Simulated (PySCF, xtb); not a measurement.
Two structures of ClH2OSn+

We compare X, a singlet given by its coordinates, with Y, `[OH2+][Sn][Cl]`, a singlet. Both are isolated ions in the gas phase, relaxed with PBE0-D4/def2-SVP; the shapes shown needn't be the lowest conformers.

X (Å):

```xyz
5

Cl    1.0208    0.4173    1.5440
O    -0.2784   -1.1140   -1.3584
Sn    0.9125    0.3844   -1.3502
H     1.8107    1.4002    1.8481
H    -0.7788   -1.7513   -0.8339
```

Close contacts (Å): Cl1–Sn3 2.90, O2–Sn3 1.91, Cl1–H4 1.30, O2–H5 0.97.

Y (Å):

```xyz
5

Cl    0.4560   -1.4237   -0.9630
O    -0.7658    0.9877    0.5964
Sn    1.3983    0.2779    0.3237
H    -1.4908    0.4949    0.1760
H    -1.1444    1.7364    1.0839
```

**Question.** Estimate which is lower in electronic energy at CCSD(T)/def2-SVP + ΔMP2/def2-TZVPP, and by roughly how much.

**Answer.** The CCSD(T)/def2-SVP + ΔMP2/def2-TZVPP calculation puts structure Y lower, by 27.7 kcal/mol.

The same difference at several levels:

```tsv
level	geometry	E(Y) − E(X) (kcal/mol)	departure from the last row (kcal/mol)	job, with rough time for the two
PBE0-D4/def2-SVP	PBE0-D4/def2-SVP	−31.9	−4.2	optimisation, 86 s
HF/def2-SVP	PBE0-D4/def2-SVP	−34.5	−6.7	part of the CCSD(T) run
MP2/def2-SVP	PBE0-D4/def2-SVP	−29.7	−2.0	part of the CCSD(T) run
CCSD(T)/def2-SVP	PBE0-D4/def2-SVP	−29.7	−2.0	single point
CCSD(T)/def2-SVP + ΔMP2/def2-TZVPP	PBE0-D4/def2-SVP	−27.7		single point, 26 s
```

The levels shown agree on the order. The largest departure from CCSD(T)/def2-SVP + ΔMP2/def2-TZVPP is that of HF/def2-SVP, 6.7 kcal/mol. No reliable frequencies are at hand for Y, so it isn't confirmed as a minimum. Levels run at GFN2-xTB geometries aren't shown. The last row adds to CCSD(T) the change of the MP2 difference between the two basis sets, here +2.0 kcal/mol.

The correlated steps freeze 10 core orbitals; the filled d shell of Sn is correlated, in a basis made for valence electrons. Atoms past krypton carry core potentials in the def2 sets and no spin–orbit term is included. Programs: PySCF 2.14.0, xtb 6.7.1; the last row on 2 threads of Arm Neoverse V1 on a shared host.
